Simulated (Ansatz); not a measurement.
Molecule: sum formula GeOBr, net charge 0, doublet state. It need not be the lowest isomer of its formula. 
Geometry from a B3LYP-D3(BJ)/def2-TZVP (Ansatz, a program for electronic structure) optimisation:
```xyz
3

Ge     0.4597    -0.5469     0.7424
O      2.0200    -0.9329     0.2899
Br    -0.8820     0.7132    -0.7451
```
Charge 0, spin multiplicity 2.

Basis-set convergence of Hartree-Fock and CCSD correlation energies (hartree) with Ansatz. Cores are frozen in the correlated levels unless marked. Open shells are spin-unrestricted. No spin-orbit coupling. Frozen are the shells of the preceding noble gas and the d and f shells that filled before the atom's block. Non-relativistic.

The T1 diagnostic of CCSD in the largest basis is 0.094, which is high, so the coupled-cluster rows are less sure than usual.

```tsv
basis	functions	E(HF)	E(corr, CCSD)
cc-pVDZ	68	-4722.58554	-0.38049
cc-pVTZ	116	-4722.76588	-0.48931
cc-pVQZ	191	-4722.77864	-0.52763
```

Extrapolating the two largest sets (X = 3 and 4) as X^-3: E(corr) = (64·(-0.52763) - 27·(-0.48931))/37 = -0.5556 Eh, an estimate of the basis-set limit. The largest set recovers 95.0 % of it, the smallest 68.5 %.
